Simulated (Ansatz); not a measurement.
Abridged output of a molecular run in Ansatz:

```
Functional definition: HF
1154 factors; integrals over basis functions are off by at most 1.4e-3 eV
mean field evaluation 1: about -69450.9778 eV, gradient 4.2e1 eV
mean field evaluation 2: about -69450.9817 eV, gradient 4.2e1 eV
mean field evaluation 4: about -69454.7362 eV, gradient 3.6e0 eV
mean field evaluation 8: about -69454.7712 eV, gradient 2.9e-4 eV
mean field -69454.77118498 eV, -2552.4157629131 hartree, gradient 1.5e-6 eV, S^2 0.000000; 0 other end points of the search recorded, 0 dependent functions left out
17 core orbitals not correlated: weight in the atoms' cores, before any rotation towards them, 1.000 or more for the frozen orbitals, at most 0.000 for the correlated occupied ones
reference -69454.77118498 eV, -2552.4157629131 hartree; 20, 20 occupied and 80, 80 virtual orbitals, 1154 factors
second order -22.85745428 eV of doubles, -0.00000000 eV of singles
cycle   1  -22.91276811 eV  change   -5.5e-2 eV  update   1.2e-1
cycle   2  -23.53091860 eV  change   -6.2e-1 eV  update   3.4e-2
cycle   3  -23.66977755 eV  change   -1.4e-1 eV  update   1.8e-2
cycle   4  -23.66101397 eV  change    8.8e-3 eV  update   4.6e-3
cycle   5  -23.65862706 eV  change    2.4e-3 eV  update   2.2e-3
cycle   6  -23.65862248 eV  change    4.6e-6 eV  update   7.1e-4
cycle   7  -23.65837443 eV  change    2.5e-4 eV  update   2.6e-4
cycle   8  -23.65835891 eV  change    1.6e-5 eV  update   7.3e-5
cycle   9  -23.65837522 eV  change   -1.6e-5 eV  update   2.6e-5
perturbative correction -0.64024953 eV, -0.0235287363 hartree
Total energy: -69479.06980973 eV, -2553.3087209026 hartree
```

Its atoms:

Cartesian coordinates in Å:
```
C -0.458 1.577 -0.547
O 0.530 1.182 0.374
Ga 0.804 -0.527 0.756
N -0.096 -1.870 -0.040
Cl 2.351 -0.943 2.153
H -0.383 1.045 -1.504
H -1.472 1.430 -0.153
H -0.331 2.644 -0.749
H -0.939 -1.718 -0.567
H -0.009 -2.821 0.277
```

(1) Which basis set was used?
A. cc-pV(T+d)Z
B. def2-TZVPPD
C. def2-SVP
D. def2-TZVPP

(2) Write the keys of the input that set method, charge and spin (a neutral closed shell needs none for the last two).

Answers

(1) C. It gives 117 functions.

(2) 
```yaml
correlation: {method: ccsd_t}
```
